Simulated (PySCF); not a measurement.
CaF$_{2}$, triplet, geometry from GFN2-xTB (such geometries of metal compounds can be far from the true shape) (a higher spin typed on purpose: for a closed-shell molecule this is an excited state). Base run: PySCF with PBE0/STO-3G.

Here is a job for PySCF.
```python
from pyscf import gto, scf, dft

mol = gto.Mole()
mol.atom = '''
    Ca    0.012812   -0.002124   -0.004789
    F    -0.254239    1.494489   -1.298616
    F     0.225767   -1.489769    1.309258
'''
mol.basis = 'sto-3g'
mol.charge = 0
mol.spin = 2
mol.verbose = 4
mol.build()

mf = dft.UKS(mol)
mf.xc = 'pbe0'
mf.kernel()
mf.analyze()
```

The base run was repeated with changes; each row names its change, and settings that it needs were set with it.

```tsv
change	ΔE vs base (mEh)	grid points	electrons on the grid
base	0.000	48952	38.00000
grids.radi_method = gauss_chebyshev	0.000	47104	38.00000
grids.level = 5	0.009	132496	38.00000
small_rho_cutoff = 0	0.000	48952	38.00000
grids.becke_scheme = stratmann	0.007	48952	37.99999
grids.prune = dft.gen_grid.treutler_prune	0.000	45552	38.00000
grids.atom_grid = (99, 590)	0.013	92232	38.00000
grids.atom_grid = (50, 194)	0.835	19320	37.99881
grids.level = 0	-20.690	4600	38.01065
grids.atom_grid = (150, 974)	0.007	230256	38.00000
grids.radi_method = mura_knowles	0.000	46288	38.00000
```

Open shells are given as the SCF converged; they aren't shown to be the lowest states, and a large step between rows can be another state.
